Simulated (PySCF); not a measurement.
# Correlation energy of As (arsenic, neutral)

[Ar] 3d10 4s2 4p3, high-spin 4S determinant. Calculation: PySCF 2.14, in cc-pVDZ-DK (5s4p2d, 27 functions); the spin-free X2C one-electron Hamiltonian (Gaussian nucleus). Frozen: [Ar] 3d10; 5 electrons correlated.

MP2 pair energies summed by pair of shells (mhartree):

| pair | energy | share (%) |
| --- | --- | --- |
| 4s-4p | -34.76 | 64.2 |
| 4p-4p | -12.17 | 22.5 |
| 4s-4s | -7.21 | 13.3 |

Total MP2 correlation energy: -54.15 mhartree.

Same-spin part -14.71 and opposite-spin part -39.44 mhartree; SCS-MP2 scales them by 1/3 and 6/5 to -52.23 mhartree.

| level | correlation energy (mhartree) |
| --- | --- |
| CCSD | -68.63 |
| (T) | -0.69 |
| CCSD(T) | -69.32 |

Diagnostics: T1 = 0.0025, D1 = 0.0071, largest double amplitude 0.058.

Cost of the coupled-cluster step: 0.06 s of wall time on 1 thread of Intel(R) Xeon(R) 6975P-C (shared host), for 5 correlated electrons.

Iterations:

```
CC2 = 0
CCSD nocc = (np.int64(4), np.int64(1)), nmo = (13, 13)
frozen orbitals [[0, 1, 2, 3, 4, 5, 6, 7, 8, 9, 10, 11, 12, 13], [0, 1, 2, 3, 4, 5, 6, 7, 8, 9, 10, 11, 12, 13]]
max_cycle = 100
direct = 0
conv_tol = 1e-08
conv_tol_normt = 1e-06
diis_space = 8
diis_start_cycle = 0
Init t2, MP2 energy = -0.0541460007366677
Init E_corr(UCCSD) = -0.0541460007367051
cycle = 1  E_corr(UCCSD) = -0.0654581750861299  dE = -0.0113121743  norm(t1,t2) = 0.038461
cycle = 2  E_corr(UCCSD) = -0.0678376335426229  dE = -0.00237945846  norm(t1,t2) = 0.010128
cycle = 3  E_corr(UCCSD) = -0.068648628500931  dE = -0.000810994958  norm(t1,t2) = 0.00320031
cycle = 4  E_corr(UCCSD) = -0.0686341355710766  dE = 1.44929299e-05  norm(t1,t2) = 0.000296709
cycle = 5  E_corr(UCCSD) = -0.0686347644352178  dE = -6.28864141e-07  norm(t1,t2) = 3.23767e-05
cycle = 6  E_corr(UCCSD) = -0.0686344723934702  dE = 2.92041748e-07  norm(t1,t2) = 6.47688e-06
cycle = 7  E_corr(UCCSD) = -0.0686346619290437  dE = -1.89535574e-07  norm(t1,t2) = 1.29023e-06
cycle = 8  E_corr(UCCSD) = -0.0686345895372661  dE = 7.23917777e-08  norm(t1,t2) = 2.01646e-07
cycle = 9  E_corr(UCCSD) = -0.0686345965271539  dE = -6.98988782e-09  norm(t1,t2) = 3.80877e-08
UCCSD converged
E(UCCSD) = -2258.985535639338  E_corr = -0.06863459652715388
UCCSD(T) correction = -0.000693800420917845
```
